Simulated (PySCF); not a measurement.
Input of an EPR job (settings, then geometry in Å):

```
{"job": {"kind": "epr", "basis": "pcH-1"}, "charge": 0, "multiplicity": 2}
C     -2.199059     0.065801     0.434158
C     -1.337891     0.733068    -0.391448
C      0.026995     0.542200    -0.431453
O      0.633803    -0.360669     0.418163
C      1.931388    -0.631816     0.189026
F      2.468834    -1.134931     1.307107
F      2.076590    -1.592869    -0.763251
H     -3.254106     0.261701     0.413354
H     -1.833992    -0.676330     1.119377
H     -1.723598     1.473241    -1.078362
H      0.676495     1.082016    -1.104188
H      2.535739     0.237903    -0.138511
```

Method used: PySCF, UKS B3LYP, pcH-1 on C F H O, non-relativistic, mean-field spin-orbit, GIAO. One conformer (not necessarily the lowest) at the GFN2-xTB geometry, without solvent, vibrations or thermal averaging. Couplings are sensitive to structure, and on GFN2-xTB geometries they can be far from those on DFT ones.

Output of the driver script. Atoms in this output count from 0.

```
UKS, coarse grid
  cycle   1  E = -430.15081978  |g| = 6.64e-01
  cycle   2  E = -429.94893924  |g| = 1.04e+00
  cycle   3  E = -430.30232219  |g| = 6.27e-02
  cycle   4  E = -430.30310983  |g| = 5.44e-02
  cycle   5  E = -430.30464532  |g| = 1.13e-02
  cycle   6  E = -430.30473975  |g| = 5.88e-03
  cycle   7  E = -430.30477236  |g| = 2.32e-03
  cycle   8  E = -430.30477726  |g| = 1.47e-03
  cycle   9  E = -430.30477895  |g| = 3.14e-04
UKS, final grid
  cycle   1  E = -430.30481151  |g| = 4.69e-04
  cycle   2  E = -430.30481139  |g| = 7.69e-04
  cycle   3  E = -430.30481159  |g| = 4.93e-05
  cycle   4  E = -430.30481159  |g| = 1.27e-05
E = -430.30481159 Eh   <S^2> = 0.7753 (exact 0.7500)
g shifts (ppm)      1          2          3
  rmc          -166       -166       -166
  gc             -1         41         37
  oz_so          44        766       1337
  total        -123        641       1208
hyperfine (MHz)  atom isotope    a_iso     a_fc   dipolar eigenvalues
    0   13C      52.63      52.63    -49.98    -48.19     98.18
    1   13C     -47.52     -47.52    -28.56     11.16     17.39
    2   13C      61.58      61.58    -54.78    -51.94    106.72
    3   17O     -10.42     -10.42    -31.70     14.82     16.87
    4   13C      -1.09      -1.09     -1.32     -0.36      1.69
    5   19F      -0.16      -0.16     -3.20     -1.86      5.06
    6   19F      10.76      10.76    -10.37     -8.22     18.59
    7    1H     -40.89     -40.89    -24.47     -0.26     24.72
    8    1H     -39.58     -39.58    -20.61     -1.60     22.21
    9    1H      10.58      10.58     -5.17     -1.60      6.77
   10    1H     -44.47     -44.47    -25.34     -0.76     26.11
   11    1H       1.89       1.89     -2.57     -2.46      5.03
```

|g| in the SCF lines is the orbital gradient. In the g block, columns 1 to 3 are the principal axes in rising order; rmc is the relativistic mass correction, gc the gauge correction and oz_so the orbital-Zeeman/spin–orbit term. a_fc is the Fermi-contact part of a_iso, here all of it, since this run has no spin–orbit term in the hyperfine coupling.

Problem. What does the output say about convergence, stability and spin contamination?

Solution. The SCF converged after 13 cycles in all, 9 of them on the coarse grid; no stability test was run. ⟨S²⟩ = 0.7753 against the exact 0.7500, 3.4 % above the value of a pure doublet state.

Problem. What are the principal g values and g_iso?

Solution. Adding the total shifts to 2.002319 gives 2.00220, 2.00296, 2.00353; their mean shift is 575 ppm, so g_iso = 2.00289.

Problem. Which couplings shape the isotropic spectrum at natural abundance (0.05 mT or more)? Keep the log's numbering.

Solution. atom 10 (1H, I = 1/2): -44.5 MHz = 1.59 mT in magnitude, a 1:1 doublet; atom 7 (1H, I = 1/2): -40.9 MHz = 1.46 mT in magnitude, a 1:1 doublet; atom 8 (1H, I = 1/2): -39.6 MHz = 1.41 mT in magnitude, a 1:1 doublet; atom 9 (1H, I = 1/2): 10.6 MHz = 0.38 mT in magnitude, a 1:1 doublet; atoms 5, 6 (19F, I = 1/2): mean 5.3 MHz = 0.19 mT in magnitude, a 1:2:1 triplet; atom 11 (1H, I = 1/2): 1.9 MHz = 0.07 mT in magnitude, a 1:1 doublet. Together 96 lines to first order. Class means assume fast exchange of nuclei equivalent by connectivity; if that motion is slow, each nucleus keeps its own coupling. H8 and H9 aren't averaged: C1 is flat or nearly so (angle sum 360°), and its turn about the short C1–C2 bond (1.37 Å) is taken as slow. The 19F value of +5.3 MHz is a mean of couplings from -0.2 to 10.8 MHz in this one geometry, not an average over conformers.

Problem. What are the principal values of the full tensor of atom 2 (13C)?

Solution. a_iso plus each dipolar eigenvalue: 6.81, 9.64, 168.30 MHz.

The species is `[CH2]/C=C\OC(F)F` [radical]. The run used 225 basis functions and 5 iterations of the response equations. 

The run took 40 s of wall time (with the writing of density and orbital grids) on one thread of an Arm Neoverse V1, no GPU (shared host), and the process peaked at 0.86 GiB of memory.

Shape of the structure used: `[CH2:1]/[CH:2]=[CH:3]\[O:4][CH:5]([F:6])[F:7]`: C2–C3–O4–C5 171°, C3–O4–C5–F6 159°.
Labels such as C1 count atoms from 1, the log's own numbers from 0.
